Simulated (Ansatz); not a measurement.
Saddle point of GeH6OF2, closed shell (GeH₃F ([F][GeH3]) + H₂O + HF → GeH₄O ([OH][GeH3]) + HF + HF; bonds formed: Ge1–O7, F2–H8, H6–F9; bonds broken: Ge1–F2, H6–O7, H8–F9), PBE0-D4/def2-TZVP structure:

```
10
angstrom
Ge -0.7417 -0.7531 -0.5624
F 1.3307 -0.6638 -0.4446
H -0.4698 -0.8077 -2.0625
H -0.5668 -1.9735 0.3425
H -2.2548 -0.3627 -0.4239
H 0.5412 1.1380 0.7091
O -0.3916 0.9933 0.2715
H 1.7944 0.1401 0.3416
F 1.8778 0.9592 1.0286
H -1.1193 1.3302 0.8003
```

Energies are electronic, without zero-point energy. Barriers and step energies count from the start structure reached by relaxing down the imaginary mode; all methods use the PBE0-D4 structures, on which another method's saddle can fall below an end. Ansatz 0.2.0; basis: def2-TZVPP, with def2-QZVPP for the basis limit; cores frozen in the correlated methods. Filled d shells of the heavier atoms are correlated. The def2 sets are not built for correlating such inner shells, so the correlated values are less sure here. B3LYP uses VWN-RPA correlation. Extrapolation: Hartree–Fock as exp(−7.88 √X), correlation as X^−2.97.

```json
{"method": "SPW92", "barrier (kJ/mol)": "8.7", "step energy (kJ/mol)": "-6.4"}
{"method": "PBE-D4", "barrier (kJ/mol)": "52.7", "step energy (kJ/mol)": "7.2"}
{"method": "BLYP-D4", "barrier (kJ/mol)": "66.0", "step energy (kJ/mol)": "12.3"}
{"method": "r2SCAN-D4", "barrier (kJ/mol)": "?", "step energy (kJ/mol)": "11.5"}
{"method": "B97M-V", "barrier (kJ/mol)": "?", "step energy (kJ/mol)": "21.7"}
{"method": "PBE0-D4", "barrier (kJ/mol)": "63.5", "step energy (kJ/mol)": "8.8"}
{"method": "B3LYP-D4", "barrier (kJ/mol)": "72.0", "step energy (kJ/mol)": "13.0"}
{"method": "r2SCAN0-D4", "barrier (kJ/mol)": "65.5", "step energy (kJ/mol)": "11.6"}
{"method": "BHLYP-D4", "barrier (kJ/mol)": "83.4", "step energy (kJ/mol)": "16.6"}
{"method": "CAM-B3LYP-D4", "barrier (kJ/mol)": "67.3", "step energy (kJ/mol)": "12.3"}
{"method": "wB97X-V", "barrier (kJ/mol)": "72.1", "step energy (kJ/mol)": "14.4"}
{"method": "wB97M-V", "barrier (kJ/mol)": "70.5", "step energy (kJ/mol)": "15.3"}
{"method": "B2PLYP", "barrier (kJ/mol)": "75.5", "step energy (kJ/mol)": "12.8"}
{"method": "PBE-QIDH", "barrier (kJ/mol)": "?", "step energy (kJ/mol)": "9.3"}
{"method": "RPA on PBE", "barrier (kJ/mol)": "77.5", "step energy (kJ/mol)": "12.2"}
{"method": "HF", "barrier (kJ/mol)": "126.2", "step energy (kJ/mol)": "28.7"}
{"method": "MP2", "barrier (kJ/mol)": "73.8", "step energy (kJ/mol)": "8.2"}
{"method": "CCSD", "barrier (kJ/mol)": "85.9", "step energy (kJ/mol)": "13.6"}
{"method": "CCSD(T)", "barrier (kJ/mol)": "77.7", "step energy (kJ/mol)": "11.3"}
```

Fill in the withheld barriers. (To be estimated.)

The calculation gives: PBE-QIDH 70.4; r2SCAN-D4 57.6; B97M-V 77.6 kJ/mol. Each is the energy of the saddle less that of the start structure, by the same method.

For comparison, the barrier by CCSD(T) at an estimated basis limit (MP2 extrapolated from triple and quadruple zeta, plus CCSD(T) − MP2 in triple zeta) is 81.1 kJ/mol.

The T1 diagnostic stays at or below 0.012.

Labels in which every atom is bracketed show which atoms are joined, not bond orders.

For scale, one of the runs: CCSD(T)/def2-TZVPP, 225 basis functions, launched by `ansatz run in.yaml --threads 8 --pin off --events-out ev --progress --plain --max-ram 19148MiB`. Hardware: 8 CPU threads of an Arm Neoverse N1, shared host. Wall time 2.4 min; peak host memory 4.1 GiB.
